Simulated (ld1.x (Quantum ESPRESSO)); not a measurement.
# xenon (Xe), TM: configuration errors across variants

ld1.x (Quantum ESPRESSO) 7.5 input, shortened:

```
&input
   title='Xe', zed=54., rel=1, dft='PBE', iswitch=3,
   config='[Kr] 4d10 5s2 5p5'
 /
 &inputp
   pseudotype=2, tm=.true., lloc=0,
   nlcc=.true.
 /
3
5P  2  1   5.00   0.00  1.65  1.65  0.0
4D  3  2  10.00   0.00  1.20  1.20  0.0
5S  1  0   2.00   0.00  1.60  1.60  0.0
 &test
   configts(1)='4d10 5s2 5p5'
 /
```

All-electron excitation energies from the reference (eV): (1) 4d10 5s2 5p6 -12.537; (2) 4d10 5s2 5p4 21.751; (3) 4d10 5s2 5p3 53.473; (4) 4d10 5s1 5p6 12.146; (5) 4d9 5s2 5p6 55.175; (6) 4d10 5s2 5p5.5 -7.366; (7) 4d10 5s2 5p2 95.788.

A true bound ghost makes a file unfit for plane-wave use even where its test errors are small: the radial tests pick states by their node count and pass the ghost by.

Errors AE − PS in meV (a dash: test not solved or not reliable):

| change | (1) | (2) | (3) | (4) | (5) | (6) | (7) | bound ghosts |
| --- | --- | --- | --- | --- | --- | --- | --- | --- |
| base | +6.5 | -1.9 | +4.4 | -2.7 | -577 | +3.0 | +20 | none |
| all radii but the core radius scaled by about 0.87 (s 1.40, p 1.44, d 1.04 bohr) | +5.8 | -2.1 | +3.2 | -1.8 | -377 | +2.7 | +18 | p |
| all radii but the core radius scaled by about 1.03 (s 1.66, p 1.70, d 1.24 bohr) | +6.4 | -2.0 | +4.0 | -3.0 | -598 | +2.9 | +19 | none |
| all radii but the core radius scaled by about 1.14 (s 1.82, p 1.88, d 1.36 bohr) | +6.4 | -2.0 | +4.7 | -5.2 | – | +3.0 | +23 | none |
| all radii but the core radius scaled by about 1.23 (s 1.96, p 2.04, d 1.48 bohr) | +6.6 | -1.7 | +6.2 | -6.6 | -554 | +3.0 | +27 | none |
| all radii but the core radius scaled by about 1.40 (s 2.24, p 2.30, d 1.68 bohr) | +8.3 | +0.7 | +16 | -16 | -327 | +3.5 | +49 | none |

**Question.** Give the same row for: all radii but the core radius scaled by about 0.76 (s 1.22, p 1.26, d 0.92 bohr).

**Answer.** +0.3, -7.7, -14, -3.1, -186, +1.1, +7.2; bound ghosts: p.
